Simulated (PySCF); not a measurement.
PySCF input file for Sb(F)2(TeH) (F₂HSbTe), SMILES [TeH][Sb]([F])[F], B3LYP-D3(BJ)/def2-SVP. Geometry optimised at B3LYP-D3(BJ)/def2-SVP. The def2 effective core potentials stand for the cores of Sb, Te; spin–orbit coupling is left out.

```python
import numpy as np
from pyscf import gto, scf, dft, df
from pyscf.hessian import thermo

mol = gto.M(
    atom='''
    Sb   -1.13144627    0.36950668    0.00000001
    F    -1.58544260   -0.89328294    1.40236456
    F    -1.58544260   -0.89328291   -1.40236459
    Te    1.62338791   -0.08356290   -0.00000000
    H     1.82555533    1.57952285    0.00000001
    ''',
    basis='def2-SVP',
    ecp={'Sb': 'def2-svp', 'Te': 'def2-svp'},
    charge=0,
    spin=0,
    max_memory=1600,
    verbose=3,
)
mf = dft.RKS(mol, xc='b3lyp').density_fit(auxbasis='def2-universal-jkfit')
mf.disp = 'd3bj'
mf.grids.level = 3
mf.conv_tol = 1e-11
mf.max_cycle = 100
mf.kernel()

# [left out here: the lines that compute and print the analytic Hessian (its translational invariance restored by hand, since the grid's response is missing), thermochemistry and intensities]
```

It prints:

```
converged SCF energy = -708.635965646185

WARN: DFTD3 does not support analytical Hessian, using finite difference


WARN: Mole.unit (angstrom) is changed to Bohr

Mode                                 0                   1                   2
Irrep
Freq [cm^-1]                       32.2091            125.1514            149.9019
Reduced mass [au]                   1.8386             22.6157              2.1417
Force const [Dyne/A]                0.0011              0.2087              0.0284
Char temp [K]                      46.3417            180.0650            215.6755
Normal mode                   x     y     z       x     y     z       x     y     z
       0  Sb                -0.00 -0.00 -0.01    0.00  0.02 -0.00    0.00  0.00  0.02
       1   F                 0.10 -0.03 -0.01    0.13 -0.02  0.01   -0.11  0.01 -0.01
       2   F                -0.10  0.03 -0.01    0.13 -0.02 -0.01    0.11 -0.01 -0.01
       3  Te                 0.00 -0.00  0.02   -0.04 -0.01  0.00   -0.00 -0.00 -0.01
       4   H                -0.00  0.00 -0.72    0.07 -0.03  0.00    0.00 -0.00 -0.66
Mode                                 3                   4                   5
Irrep
Freq [cm^-1]                      196.2093            212.0552            532.7969
Reduced mass [au]                  35.8484             18.7070              1.0469
Force const [Dyne/A]                0.8131              0.4956              0.1751
Char temp [K]                     282.3016            305.1002            766.5761
Normal mode                   x     y     z       x     y     z       x     y     z
       0  Sb                -0.07  0.01  0.00    0.01 -0.03  0.00   -0.00  0.01  0.00
       1   F                 0.05  0.01  0.04    0.01  0.09  0.12    0.02  0.00 -0.01
       2   F                 0.05  0.01 -0.04    0.01  0.09 -0.12    0.02  0.00  0.01
       3  Te                 0.05 -0.01 -0.00   -0.01  0.00 -0.00    0.01 -0.01  0.00
       4   H                 0.11 -0.02 -0.00   -0.09  0.01 -0.00   -0.97  0.12  0.00
Mode                                 6                   7                   8
Irrep
Freq [cm^-1]                      621.5246            630.6677           2088.4708
Reduced mass [au]                  21.5055             20.6548              1.0158
Force const [Dyne/A]                4.8946              4.8403              2.6105
Char temp [K]                     894.2355            907.3903           3004.8445
Normal mode                   x     y     z       x     y     z       x     y     z
       0  Sb                -0.00 -0.00  0.03    0.01  0.03  0.00    0.00 -0.00 -0.00
       1   F                 0.03  0.10 -0.11   -0.04 -0.10  0.11   -0.00  0.00 -0.00
       2   F                -0.03 -0.10 -0.11   -0.04 -0.10 -0.11   -0.00  0.00  0.00
       3  Te                -0.00  0.00 -0.00    0.00 -0.00 -0.00   -0.00 -0.01 -0.00
       4   H                 0.00 -0.00  0.01   -0.04  0.01  0.00    0.13  0.98  0.00
temperature 298.1500 [K]
pressure 101325.00 [Pa]
Rotational constants [GHz] 4.04905 0.78850 0.75931
Symmetry number 1
Zero-point energy (ZPE) 0.01045 [Eh]   27448.237 [J/mol]
                           tot       elec      trans        rot        vib
Entropy [J/mol/K]       372.877      0.000    179.388    122.481     71.008
Cv [J/mol/K]             77.752      0.000     12.472     12.472     52.808
Cp [J/mol/K]             86.066      0.000     20.786     12.472     52.808
Internal energy [J/mol]                      3718.434   3718.434  37441.584
Internal energy [Eh]   -708.61887  -708.63597
Enthalpy [J/mol]                             6197.391   3718.434  37441.584
Enthalpy [Eh]          -708.61793
Gibbs free energy [J/mol]                  -47287.230 -32799.239  16270.606
Gibbs free energy [Eh] -708.66027
static polarisability / bohr^3: [[106.781  -3.326   0.   ]
 [ -3.32   55.341   0.   ]
 [ -0.      0.     48.402]]
largest difference of analytic and finite-field dipole derivatives / e: 0.0011589751014380312
mode   freq/cm-1   IR/(km/mol)   Raman/(A^4/amu)   depolarisation
   1       32.21         0.102             7.303            0.750
   2      125.15         4.454             2.587            0.377
   3      149.90         0.091             7.738            0.750
   4      196.21        24.994            10.252            0.234
   5      212.06        10.390             2.832            0.423
   6      532.80         3.559            13.756            0.660
   7      621.52        61.741             5.192            0.750
   8      630.67        79.177             7.944            0.052
   9     2088.47        48.459           176.482            0.352
max |gradient| / (hartree/bohr): 0.0001292095801388124
APT charges: [ 1.3471 -0.5483 -0.5483 -0.1738 -0.0767]
```

The run converged.

Cost: around 3 core-minutes (rough).
